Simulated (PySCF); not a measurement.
Species: C6H6S.
Bonds: S1–C2, C2–C3 (aromatic), C3–C4 (aromatic), C4–C5 (aromatic), C5–C6 (aromatic), C6–C7 (aromatic), C2–C7 (aromatic). Hydrogens: H8 on S1; H9 on C3; H10 on C4; H11 on C5; H12 on C6; H13 on C7.

The same species was optimised twice, with GFN2-xTB and with PBE0-D3(BJ)/def2-SVP (PySCF), and the same property calculations (PySCF, gas phase) were run on both structures.

| coordinate | GFN2-xTB | PBE0-D3(BJ)/def2-SVP | change |
| --- | --- | --- | --- |
| C2–C3 (Å) | 1.389 | 1.401 | +0.012 |
| C2–C7 (Å) | 1.388 | 1.400 | +0.012 |
| C3–C4 (Å) | 1.382 | 1.392 | +0.010 |
| C6–C7 (Å) | 1.383 | 1.393 | +0.010 |
| C4–C5 (Å) | 1.385 | 1.395 | +0.010 |
| C5–C6 (Å) | 1.384 | 1.393 | +0.009 |
| S1–C2 (Å) | 1.770 | 1.766 | -0.004 |
| S1–C2–C7 (°) | 121.6 | 123.0 | +1.4 |
| C3–C2–C7 (°) | 120.2 | 119.3 | -0.9 |
| S1–C2–C3 (°) | 118.3 | 117.7 | -0.6 |
| C2–C7–C6 (°) | 119.6 | 120.1 | +0.5 |
| C4–C5–C6 (°) | 119.7 | 119.3 | -0.4 |
| C2–C3–C4 (°) | 119.7 | 120.2 | +0.5 |
| C3–C4–C5 (°) | 120.3 | 120.6 | +0.3 |
| C5–C6–C7 (°) | 120.4 | 120.6 | +0.2 |

Rotational constants: A = 5659, B = 1598, C = 1246 MHz (GFN2-xTB) against A = 5601, B = 1577, C = 1231 MHz (PBE0-D3(BJ)/def2-SVP). Point groups within 0.08 Å: Cs and Cs.

On the GFN2-xTB structure: HOMO (eV) -6.40 [PBE0/pcSseg-1]; LUMO (eV) -0.37 [PBE0/pcSseg-1]; dipole (D) 1.23 [PBE0/pcSseg-1]; GIAO shielding of S1 (ppm) 503.5 [PBE0/pcSseg-1]; GIAO shielding of C2 (ppm) 43.8 [PBE0/pcSseg-1]; GIAO shielding of C3/C7 (mean) (ppm) 56.1 [PBE0/pcSseg-1]; GIAO shielding of C4/C6 (mean) (ppm) 52.3 [PBE0/pcSseg-1]; GIAO shielding of C5 (ppm) 58.1 [PBE0/pcSseg-1].

Question: What do these properties become on the PBE0-D3(BJ)/def2-SVP structure?

Answer: 
```csv
property,level,on GFN2-xTB,on PBE0-D3(BJ)/def2-SVP,change
HOMO (eV),PBE0/pcSseg-1,-6.40,-6.39,+0.01
LUMO (eV),PBE0/pcSseg-1,-0.37,-0.41,-0.04
dipole (D),PBE0/pcSseg-1,1.23,1.18,-0.05
"energy, GFN2-xTB geometry as zero (kcal/mol)",PBE0/pcSseg-1,0.0,-0.3,-0.3
GIAO shielding of S1 (ppm),PBE0/pcSseg-1,503.5,498.7,-4.8
GIAO shielding of C2 (ppm),PBE0/pcSseg-1,43.8,41.7,-2.1
GIAO shielding of C3/C7 (mean) (ppm),PBE0/pcSseg-1,56.1,53.5,-2.6
GIAO shielding of C4/C6 (mean) (ppm),PBE0/pcSseg-1,52.3,49.9,-2.4
GIAO shielding of C5 (ppm),PBE0/pcSseg-1,58.1,55.7,-2.4
```

The heavy atoms differ by 0.015 Å rms after alignment. Among bonds between heavy atoms C2–C3 and C2–C7 change most and about equally (+0.012 Å). Changes are differences of the printed values. Neither structure is proved a minimum here.

Conformer computed: `[SH:1][c:2]1[cH:3][cH:4][cH:5][cH:6][cH:7]1`: H–S1–C2–C3 179°.
